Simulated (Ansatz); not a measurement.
Cl2H4O2Si2, SMILES `O[Si](O)(Cl)[SiH2]Cl`, relaxed with RKS PBE-D4/def2-SVP in Ansatz 0.2.0 from a rough embedded geometry. The force threshold is 0.03 eV/Å; the program also tests the step.

Total charge 0; spin multiplicity 1.

Start:

```xyz
10

O    -0.332    1.334    1.345
Si   -0.102   -0.124    0.667
O    -1.328   -1.052    1.219
Cl    1.562   -0.905    1.571
Si    0.111   -0.120   -1.651
Cl    1.608    1.198   -2.217
H     0.513    1.886    1.389
H    -1.488   -1.057    2.151
H    -1.080    0.308   -2.309
H     0.536   -1.468   -2.164
```

**Question.** By how much does the energy fall, and how many steps does the optimiser take? (Estimate.)

**Answer.** The calculation gave: 7.66 kcal/mol, in 7 steps.

**Question.** Which bonds change most? (Estimate.)

**Answer.** Computed: Si5–H9 from 1.426 to 1.502 Å; Si2–Cl4 from 2.048 to 2.096 Å; O1–Si2 from 1.624 to 1.670 Å; O1–H7 from 1.011 to 0.974 Å.

**Question.** Give the relaxed structure. (Estimate.)

**Answer.** Ansatz gave: 
```xyz
10

O    -0.275    1.385    1.339
Si   -0.059   -0.149    0.716
O    -1.371   -1.069    1.155
Cl    1.732   -0.926    1.477
Si    0.106   -0.172   -1.616
Cl    1.607    1.236   -2.024
H     0.505    1.968    1.313
H    -1.613   -1.047    2.099
H    -1.158    0.279   -2.293
H     0.526   -1.505   -2.165
```
